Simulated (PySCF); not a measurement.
H13BSi5, SMILES `B[SiH2][Si]([SiH3])([SiH3])[SiH3]` (H–B–Si–Si torsion 85°, B–Si–Si–Si torsion 175°), neutral singlet in the gas phase. 

Z-matrix (Å, degrees):
```
Si
Si 1 2.3424
H 2 1.4954 1 109.97
H 2 1.4955 3 108.86 1 -120.88
H 2 1.4958 3 108.86 4 -118.44
Si 1 2.3428 2 109.64 3 62.02
H 6 1.4953 1 109.85 2 -179.93
H 6 1.4953 7 109.00 1 -120.43
H 6 1.4962 7 108.94 8 -118.75
Si 1 2.3435 2 109.66 3 -177.83
H 10 1.4956 1 110.05 2 174.77
H 10 1.4960 11 108.81 1 120.93
H 10 1.4960 11 108.90 12 118.39
Si 1 2.3683 2 109.72 3 -56.57
H 14 1.4962 1 107.25 2 55.23
H 14 1.4963 15 109.79 1 -116.43
B 14 1.9838 15 116.98 16 -135.85
H 17 1.2084 14 120.79 15 -28.39
H 17 1.2087 18 118.28 14 171.72
```
Charge 0, multiplicity 1.

All levels are single points at this geometry (PBE0-D3(BJ)/def2-SVP); Pople sets use spherical d functions. Orbital energies aren't observables, and empty levels follow the basis.

HF/6-31G* in PySCF gives HOMO (eV) = -9.81.

### Question
Estimate the HOMO (eV) from each of these levels: PBE0-D3(BJ)/def2-TZVP in PySCF; BP86/6-31G* in PySCF; M06-2X/6-31G* in PySCF; HF/3-21G in PySCF; HF/STO-3G in PySCF.

### Answer

```json
[
 {"level": "PBE0-D3(BJ)/def2-TZVP in PySCF", "HOMO (eV)": "-7.58"},
 {"level": "BP86/6-31G* in PySCF", "HOMO (eV)": "-6.56"},
 {"level": "M06-2X/6-31G* in PySCF", "HOMO (eV)": "-8.38"},
 {"level": "HF/3-21G in PySCF", "HOMO (eV)": "-9.88"},
 {"level": "HF/STO-3G in PySCF", "HOMO (eV)": "-7.27"}
]
```
